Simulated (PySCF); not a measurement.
# Electron correlation in Tb⁵⁵⁺ (terbium, charge +55)

Starting occupation: [Ne]. Calculation: PySCF 2.14, in an even-tempered Gaussian basis (17 s from 8.6 bohr⁻², ratio 2.6; 13 p from 11 bohr⁻², ratio 2.6; 6 d from 11 bohr⁻², ratio 2.8; 3 f from 250 bohr⁻², ratio 2.8); X2C-1e with screened-nucleus spin-orbit coupling, Gaussian nucleus. Frozen: 1s2; 8 electrons correlated; the 48 highest virtual spinors left out.

MP2 pair energies summed by pair of shells (mhartree):

```
       pair   energy  share (%)
2p1/2-2p3/2  -104.82       33.2
2p3/2-2p3/2   -98.40       31.2
2p3/2-2s1/2   -49.22       15.6
2p1/2-2s1/2   -26.01        8.2
2p1/2-2p1/2   -24.30        7.7
2s1/2-2s1/2   -12.99        4.1
```

Total MP2 correlation energy: -315.74 mhartree.

The virtual space was cut to 44 spinors, which keep -243.46 of the -315.74 mhartree of MP2 correlation.

```csv
level,correlation energy (mhartree)
CCSD,-244.26
(T),-0.02
CCSD(T),-244.28
```

Diagnostics: T1 = 2.6e-05, largest double amplitude 0.002.

Cost of the coupled-cluster step: roughly 10 core-seconds, for 8 occupied and 44 virtual spinors.

Iterations:

```
Init t2, MP2 energy = -0.243458849697597
CCSD nocc = 8, nmo = 52
Init t2, MP2 energy = -0.243458849697597
Init E_corr(GCCSD) = -0.243458849697597
cycle = 1  E_corr(GCCSD) = -0.244242593017491  dE = -0.00078374332  norm(t1,t2) = 0.0001514
cycle = 2  E_corr(GCCSD) = -0.244257808887457  dE = -1.521587e-05  norm(t1,t2) = 3.7109e-06
cycle = 3  E_corr(GCCSD) = -0.244258110089938  dE = -3.01202481e-07  norm(t1,t2) = 1.15457e-07
cycle = 4  E_corr(GCCSD) = -0.244258109676046  dE = 4.13892531e-10  norm(t1,t2) = 5.44728e-10
GCCSD converged
E(GCCSD) = -8319.908537792626  E_corr = -0.2442581096760456
```

The coupled-cluster values are those of the cut space; adding the MP2 remainder, -72.28 mhartree, estimates the full space.

At this charge the one-electron X2C treatment keeps the bare 1/r₁₂, with no two-electron picture change or Breit term. The effect here is smaller than on the frozen 1s shell.
